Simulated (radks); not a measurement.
Valence configurations of neutral indium (all share [Kr]). All-electron calculation, Dirac Kohn-Sham, PBE, spin-unpolarised, spherical densities, finite nucleus; open shells fill j = l - 1/2 first; Fermi nuclear charge, rms radius 4.6156 fm. Program: a radial shooting solver on a logarithmic mesh with Libxc functionals. Energies are relative to 4d10 5s2 5p1; eigenvalues in eV.

valence           E (eV)  e(4d3/2)  e(4d5/2)  e(5p1/2)  e(5p3/2)  e(5s1/2)
4d10 5s2 5p1       0.000   -18.968   -18.109    -2.641         -    -8.094
4d10 5s1.5 5p1.5   2.759   -19.731   -18.870    -2.984         -    -8.564
4d10 5s1 5p2       5.578   -20.452   -19.588    -3.303         -    -8.998
4d9.5 5s2 5p1.5    8.261   -21.696   -20.811    -3.238         -    -9.102
4d10 5p3          11.745   -22.004   -21.135    -3.990    -3.620         -
4d9 5s2 5p2       17.572   -24.392   -23.481    -3.806         -   -10.053
4d9 5s1.5 5p2.5   20.933   -25.160   -24.247    -4.153    -3.727   -10.512
4d8 5s2 5p3       39.873   -29.963   -29.000    -5.001    -4.479   -11.980
4d7 5s2 5p4       66.621   -35.502   -34.486    -6.142    -5.507   -13.786

NIST lists [Kr] 4d10 5s2 5p1 as the ground configuration; this level of theory agrees among the configurations tried. The energies are those of spherical spin-averaged densities, not of single terms.
